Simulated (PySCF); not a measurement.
## Polarisability and C₆ of Hg(2+) (mercury, charge +2)

[Xe] 4f14 5d10, closed-shell 1S. All numbers are calculated (PySCF 2.14, a scalar-relativistic core potential, in aug-cc-pwCVTZ-PP with ECP60MDF (8s8p7d4f3g, 122 functions)). Coupled (time-dependent) response in atomic units; α is the mean over directions.

```
method  mean α (bohr³)  C₆ (like pair)  S(−4)
   UHF           7.323           46.92  9.108
   PBE           8.174           53.32  12.74
  PBE0           7.886           51.20  11.35
```

S(−4) is the Cauchy moment in α(ω) = α(0) + S(−4) ω² + …

α(iu) at PBE0:

```json
{"u (hartree)": "0", "α(iu) (bohr³)": "7.886"}
{"u (hartree)": "0.0500", "α(iu) (bohr³)": "7.858"}
{"u (hartree)": "0.100", "α(iu) (bohr³)": "7.776"}
{"u (hartree)": "0.200", "α(iu) (bohr³)": "7.474"}
{"u (hartree)": "0.300", "α(iu) (bohr³)": "7.052"}
{"u (hartree)": "0.500", "α(iu) (bohr³)": "6.103"}
{"u (hartree)": "0.750", "α(iu) (bohr³)": "5.031"}
{"u (hartree)": "1.00", "α(iu) (bohr³)": "4.170"}
{"u (hartree)": "1.50", "α(iu) (bohr³)": "2.953"}
{"u (hartree)": "2.00", "α(iu) (bohr³)": "2.174"}
{"u (hartree)": "3.00", "α(iu) (bohr³)": "1.294"}
{"u (hartree)": "5.00", "α(iu) (bohr³)": "0.5909"}
```

A single London oscillator, α(iu) = α/(1 + u²/ω²), gives C₆ = (3/4) ω α². Matching the computed C₆ needs ω = 4 × 51.20 / (3 × 7.886²) = 1.10 hartree.

For an ion, C₆ is the dispersion term alone; charge-induced terms of lower order in 1/R come first.

Energies and moments cover only the electrons outside the core potential. Spin-orbit coupling, which splits the p, d and f shells strongly at this Z, is absent.
